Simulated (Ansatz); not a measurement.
Species: SiP₂H₅, net charge 0, doublet state. SMILES: [SiH](P)P
Structure (B3LYP-D3(BJ)/def2-TZVP (Ansatz, a program for electronic structure) minimum search):
```xyz
8

P      1.9457     0.2100    -0.2277
Si    -0.2425     0.7852    -0.2391
P     -1.6281    -0.8211     0.5696
H      1.8981    -0.3322     1.0823
H      1.7552    -1.0537    -0.8536
H     -0.5911     1.2829    -1.5984
H     -2.8169    -0.1304     0.2147
H     -1.6140    -1.5922    -0.6258
```
Charge 0, spin multiplicity 2.

Wanted: atomisation energy, in kcal/mol. Terms: spin-orbit terms left out; frozen cores in correlated levels; non-relativistic; dispersion terms only where a functional's name holds one; atomisation electronic, to ground-state atoms; 6-311+G** with 5d, 6d on Na to Ar in Ansatz; open shells spin-unrestricted. CBS marks a two-point X^-3 extrapolation of the correlation energy; Hartree-Fock from the larger set. First-principles rows: single points at B3LYP-D3(BJ) geometries (Ansatz).

```json
[
 {"species": "P[SiH]P", "coefficient": "-1", "E at B3LYP/6-311+G** (Ansatz), Eh": "-975.24375", "E at wB97M-V/def2-TZVPD (Ansatz), Eh": "-975.10703"},
 {"species": "H atom", "coefficient": "+5", "E at B3LYP/6-311+G** (Ansatz), Eh": "-0.50216", "E at wB97M-V/def2-TZVPD (Ansatz), Eh": "-0.49411"},
 {"species": "P atom", "coefficient": "+2", "E at B3LYP/6-311+G** (Ansatz), Eh": "-341.28244", "E at wB97M-V/def2-TZVPD (Ansatz), Eh": "-341.24171"},
 {"species": "Si atom", "coefficient": "+1", "E at B3LYP/6-311+G** (Ansatz), Eh": "-289.39468", "E at wB97M-V/def2-TZVPD (Ansatz), Eh": "-289.35271"}
]
```

Coupled cluster (Ansatz) is a level with limits of its own, used here on species with T1 under 0.025 (0.045 for open shells) and stable references: CCSD(T)/CBS(aug-cc-pV(T+d)Z,aug-cc-pV(Q+d)Z). Value to compare with, CCSD(T)/CBS(aug-cc-pV(T+d)Z,aug-cc-pV(Q+d)Z) (Ansatz): 497.4 kcal/mol. 1 Eh = 627.5095 kcal/mol.

Question: Work the quantity out at each level, and compare with CCSD(T)/CBS(aug-cc-pV(T+d)Z,aug-cc-pV(Q+d)Z) (Ansatz).

Answer: 
- B3LYP/6-311+G**: the sum of coefficient times E is 0.77339 Eh, or 485.31 kcal/mol. Result: 485.3 kcal/mol. Its difference against CCSD(T)/CBS(aug-cc-pV(T+d)Z,aug-cc-pV(Q+d)Z) (Ansatz) is -12.1 kcal/mol.
- wB97M-V/def2-TZVPD: the sum of coefficient times E is 0.80035 Eh, or 502.23 kcal/mol. Result: 502.2 kcal/mol. Its difference against CCSD(T)/CBS(aug-cc-pV(T+d)Z,aug-cc-pV(Q+d)Z) (Ansatz) is 4.8 kcal/mol.
